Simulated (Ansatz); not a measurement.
`CC1=CC(C(F)(F)F)=[O+][Ti-]([F])([F])([Cl])[O]1` + `[BH2][GeH2][OH]` → `CC1=CC(C(F)(F)F)=[O+][Ti-]([OH])([F])([Cl])[O]1` + `[BH2][GeH2][F]`  (redistribution)

Isolated molecules relaxed with PBE0-D4/def2-TZVP in Ansatz; ΔE leaves out vibrations. CCSD(T)/CBS is the MP2 limit (def2-TZVPP, def2-QZVPP) plus CCSD(T) − MP2 in def2-TZVPP, frozen cores. Functionals use def2-TZVPP. For Ge, Ti outer-core shells are correlated without core-valence functions, which leaves a few kJ/mol of doubt a bond. Scalar relativity is left out up to krypton. Each species was taken in one conformer, which may not be the lowest.

`CC1=CC(C(F)(F)F)=[O+][Ti-]([F])([F])([Cl])[O]1`:

Cartesian coordinates in Å:
```
C -0.820 0.163 -2.635
C -0.519 -0.005 -1.187
C 0.754 0.322 -0.667
C 1.001 0.151 0.667
C 2.382 0.470 1.246
F 2.278 1.404 2.186
F 2.910 -0.621 1.793
F 3.222 0.913 0.311
O 0.183 -0.272 1.549
Ti -1.699 -0.777 1.539
F -2.356 -2.327 1.069
F -1.498 -1.125 3.245
Cl -3.159 0.859 1.636
O -1.437 -0.447 -0.456
H -1.198 -0.781 -3.033
H 0.048 0.487 -3.205
H -1.623 0.897 -2.742
H 1.530 0.690 -1.318
```

`[BH2][GeH2][OH]`:

Z-matrix (Å, degrees):
```
Ge
O 1 1.791
B 1 2.050 2 108.1
H 1 1.549 2 108.7 3 -122.0
H 1 1.549 2 108.7 3 122.1
H 2 0.959 1 112.5 3 -179.9
H 3 1.195 1 119.5 2 179.8
H 3 1.193 1 121.4 2 -0.3
```

`CC1=CC(C(F)(F)F)=[O+][Ti-]([OH])([F])([Cl])[O]1`:

Z-matrix (Å, degrees):
```
Ti
O 1 1.962
O 1 1.783 2 127.2
Cl 1 2.207 2 116.0 3 -160.2
C 1 2.999 2 17.5 3 -82.4
F 1 1.753 2 87.7 3 97.7
O 1 2.074 2 80.3 3 -75.6
H 1 2.429 2 123.3 3 -23.7
C 5 1.532 1 140.4 2 -4.9
C 5 1.369 1 99.3 2 177.0
C 7 1.255 1 135.2 2 -8.6
F 9 1.334 5 112.0 1 -176.3
F 9 1.329 5 110.2 1 -56.0
F 9 1.331 5 110.0 1 63.5
H 10 1.078 5 120.0 1 177.5
C 11 1.491 7 117.3 1 -173.3
H 16 1.088 11 112.4 7 -177.6
H 16 1.093 11 108.6 7 61.0
H 16 1.092 11 109.3 7 -55.4
```

`[BH2][GeH2][F]`:

Cartesian coordinates in Å:
```
B -0.845 0.848 -0.399
Ge 0.515 -0.510 0.320
F 1.242 -1.390 -1.008
H -1.056 0.963 -1.567
H -1.439 1.539 0.373
H -0.116 -1.591 1.219
H 1.698 0.142 1.062
```

```
             level  ΔE (eV)
         revPBE-D4     0.08
               PBE     0.10
CCSD(T)/def2-TZVPP     0.04
SCS-MP2/def2-QZVPP     0.00
```

Q: What does CCSD(T)/CBS give? (Best estimate.)

A: Ansatz gave: +0.03 eV. The listed levels differ from it by 0.05, 0.07, 0.01, -0.03 eV.

Largest T1 diagnostic among the species: 0.021, so the coupled-cluster value is less sure than usual.

At CCSD(T), def2-SVP lies −0.05 eV from the extrapolated value and def2-TZVPP +0.01 eV. Leaving LDA and LC-ωPBE aside and taking each functional with its dispersion term where it has one, the values, not all of them listed here, spread over 0.06 eV, from BHLYP-D4 to PBE-D4.
